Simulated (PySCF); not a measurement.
A structure optimised at B3LYP-D3(BJ)/def2-TZVPD, used in a PySCF frequency run:

```xyz
4

Mg     0.0000     0.0000    -0.6891
H      0.0000     0.0000    -2.3736
O      0.0000     0.0000     1.0770
H      0.0000     0.0000     2.0267
```

Task: Write its SMILES, formula and point group.

Result: [OH][MgH], H2MgO, C∞v

Task: What are its rotational constants (standard atomic weights)?

Result: 12.661 GHz (linear rotor, B only)
